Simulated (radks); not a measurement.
The numbers below are computed, except where a source is named.
Species: Os+. Configuration: [Xe] 4f14 5d6 6s1 (the NIST ground configuration). Level of theory: scalar-relativistic Kohn-Sham, OLYP, spin-unpolarised, spherical densities, finite nucleus; Fermi nuclear charge, rms radius 5.4126 fm (a radial shooting solver on a logarithmic mesh with Libxc functionals).

Radial electron density D(r) = 4 pi r^2 rho(r):

```
   r/bohr * D(r) (the largest magnitude, 141, reaches the edge; | marks zero)
 0.001895 |        *
 0.002206 |          *
 0.002568 |            *
  0.00299 |              *
 0.003481 |                 *
 0.004052 |                     *
 0.004717 |                        *
 0.005491 |                            *
 0.006393 |                                *
 0.007442 |                                   *
 0.008664 |                                     *
  0.01009 |                                       *
  0.01165 |                                        *
  0.01356 |                                       *
  0.01579 |                                      *
  0.01838 |                                     *
   0.0214 |                                   *
  0.02491 |                                   *
    0.029 |                                     *
  0.03376 |                                          *
   0.0393 |                                               *
  0.04575 |                                                    *
  0.05326 |                                                      *
    0.062 |                                                     *
  0.07218 |                                                 *
  0.08336 |                                            *
  0.09705 |                                          *
    0.113 |                                           *
   0.1315 |                                               *
   0.1531 |                                                  *
   0.1782 |                                              *
   0.2075 |                                      *
   0.2416 |                             *
   0.2812 |                          *
   0.3274 |                            *
   0.3811 |                               *
   0.4437 |                              *
   0.5166 |                        *
   0.5966 |                 *
   0.6945 |            *
   0.8085 |        *
   0.9412 |       *
    1.096 |     *
    1.276 |    *
    1.485 |  *
    1.729 | *
    2.013 |*
    2.343 |*
    2.728 |*
    3.175 *
    3.667 *
    4.269 *
     4.97 *
    5.786 *
    6.736 *
    7.841 *
```

D(r) has 4 maxima, at r = 0.0119, 0.0546, 0.152, 0.400 bohr, and minima at 0.0230, 0.0986, 0.283 bohr, inside which lie 1.90, 11.09, 29.99 electrons.
